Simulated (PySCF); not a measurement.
# Ionisation energy of Ge by level of theory

Ge [Ar] 3d10 4s2 4p2 (3P) → Ge+ [Ar] 3d10 4s2 4p1 (2P), as a difference of total energies. All numbers are calculated (PySCF 2.14, scalar relativity by spin-free X2C-1e, in aug-cc-pVDZ-DK). Correlated levels: valence: [Ar] 3d10 frozen. The calculations carry no spin-orbit coupling.

```tsv
method	ionisation energy (eV)	error (eV)
UHF	7.413	-0.512
MP2 (valence)	7.679	-0.246
SCS-MP2 (valence)	7.609	-0.316
CCSD (valence)	7.707	-0.218
CCSD(T) (valence)	7.719	-0.206
CCSDT (valence)	7.722	-0.203
FCI (valence)	7.723	-0.202
```

Reference: 7.925 eV (measured; NIST levels, between the centres of gravity of the two terms).

Errors of the correlated levels include the incompleteness of this basis and the frozen core.
